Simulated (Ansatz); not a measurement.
All numbers were calculated with Ansatz.

A structure relaxed at PBE0-D4/def2-TZVP, charge 0, multiplicity 1:

```xyz
10

C    -0.541   -1.210   -0.407
C    -0.634    0.224    0.035
F    -1.191    0.264    1.334
In    1.265    1.297    0.307
H    -1.522   -1.696   -0.375
H     0.146   -1.785    0.218
H    -0.177   -1.256   -1.439
H    -1.327    0.778   -0.604
H     2.590    0.398    0.958
H     1.391    2.986   -0.025
```

(1) Give its formula and SMILES.

(2) Summarise the bond lengths by kind.

Answers

(1) C2H6FIn, `C[CH](F)[InH2]`.

(2) 1 × C–C 1.503 Å; 4 × C–H 1.092 to 1.095 Å; 1 × C–F 1.414 Å; 1 × C–In 2.197 Å; 2 × H–In 1.726 to 1.729 Å.
